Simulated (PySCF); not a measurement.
`[P](P(F)F)([GeH3])[GeH3]` ((GeH3)2PPF2). Method used: PBE0-D3(BJ)/def2-SVP geometry optimisation, gas phase in PySCF.

```
atom  x, y, z in Å
F1     2.6852   -1.3505    1.1622
P2     1.0713   -1.3206    1.1994
F3     0.7940   -2.8114    0.6318
P4     0.7301   -0.2610   -0.7346
Ge5   -1.5593   -0.7132   -0.6683
Ge6    0.6290    1.8662    0.2198
H7    -2.2988    0.4834   -1.2866
H8    -2.0331   -0.9231    0.7845
H9    -1.8123   -1.9867   -1.4848
H10    0.0579    1.8151    1.6509
H11   -0.2749    2.7293   -0.6735
H12    2.0520    2.4435    0.2496
```

Which two atoms are farthest apart?

H9···H12, 6.13 Å; the next longest distance is 5.85 Å.

What are the angles F1–P2–P4, F3–P2–P4, P4–Ge5–H9, H7–Ge5–H9, H10–Ge6–H11, H10–Ge6–H12, P4–Ge6–H12?

From the scalar product of the two bond vectors; for F1–P2–P4 it is -0.5104 Å² over 1.6146 × 2.2315 Å², cos θ = -0.1417. F1–P2–P4 98.1°; F3–P2–P4 96.2°; P4–Ge5–H9 107.9°; H7–Ge5–H9 110.7°; H10–Ge6–H11 109.9°; H10–Ge6–H12 109.7°; P4–Ge6–H12 108.1°.

How far are the heavy atoms from their best plane (unweighted least squares)?

0.450 Å rms; F1 0.18, P2 0.57, F3 0.00, P4 0.86, Ge5 0.16, Ge6 0.30 Å (magnitudes).

Where is the centre of mass (commonest isotopes), and what is the radius of gyration?

Mass 253.834 u; centre at (0.192, -0.151, 0.057) Å; Rg = √(Σ m r²/M) = 2.089 Å. As Ia + Ib + Ic = 2 Σ m r², the three principal moments sum to 2215.9 u·Å².

Write the matrix of distances between heavy atoms (Å, lower triangle).

```
F1    0.000
P2    1.615  0.000
F3    2.448  1.619  0.000
P4    2.934  2.231  2.894  0.000
Ge5   4.666  3.283  3.410  2.335  0.000
Ge6   3.932  3.363  4.699  2.334  3.497  0.000
```

Whether it is a minimum is left open (no frequencies). One conformer, not necessarily the lowest.
